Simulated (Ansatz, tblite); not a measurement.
Isomers of NbB₇ (singlet), found by a short tight-binding search and relaxed with PBE-D4/def2-SVP in Ansatz.

In the def2 sets Nb takes a core potential; there is no spin–orbit coupling. The xTB rows come from tblite.

Run but left out: HF/def2-SVP, MP2/def2-SVP, CCSD/def2-SVP, CCSD(T)/def2-SVP (A: restricted singlet, unstable towards broken spin symmetry); BHLYP-D4/def2-TZVP, B2PLYP/def2-TZVP (A: restricted singlet, unstable in another Hartree–Fock run and untested here).

A further structure is left out (at the level of its geometry, restricted singlet, unstable towards broken spin symmetry at other levels and untested here); at PBE0-D4/def2-TZVP its energy lies 0.36 eV above the lowest shown.

B: The restricted singlet is unstable towards broken spin symmetry in Hartree–Fock (as tested in another run); at PBE-D4/def2-TZVP, r2SCAN-D4/def2-TZVP, PBE0-D4/def2-TZVP this wasn't settled.

Other spin states were run for one of them alone.

A:

| atom | x (Å) | y (Å) | z (Å) |
| --- | --- | --- | --- |
| Nb1 | -1.139 | -0.702 | -0.451 |
| B2 | 0.555 | 0.649 | -1.015 |
| B3 | 0.046 | 0.670 | 1.238 |
| B4 | -0.922 | 1.237 | -1.344 |
| B5 | 0.491 | -0.834 | 1.419 |
| B6 | -0.515 | 1.633 | 0.119 |
| B7 | 1.096 | -0.676 | -0.315 |
| B8 | 0.388 | -1.977 | 0.349 |

B:

```tsv
atom	x (Å)	y (Å)	z (Å)
Nb1	0.4673	0.9534	-1.8068
B2	-0.2006	-0.6971	-0.6380
B3	0.6637	1.8245	-0.0412
B4	0.6648	-1.1208	0.8808
B5	-0.6976	-1.8237	0.5758
B6	-0.7622	0.9849	0.0739
B7	1.1931	0.2805	0.2228
B8	-1.3283	-0.4016	0.7326
```

Q: Estimate their order by electronic energy at PBE0-D4/def2-TZVP, counted from the lowest.

A: A (0.0) < B (95.3), in kJ/mol.

Q: Do the other levels pick the same lowest one?

A: Not GFN2-xTB. Energies above each level's lowest (kJ/mol):

```csv
level,A,B
GFN1-xTB,0.0,161.1
GFN2-xTB,125.8,0.0
PBE-D4/def2-TZVP,0.0,90.0
r2SCAN-D4/def2-TZVP,0.0,100.8
PBE0-D4/def2-TZVP,0.0,95.3
```
Point groups (tolerance 0.1 Å): A Cs, B Cs. Lower isomers may exist.
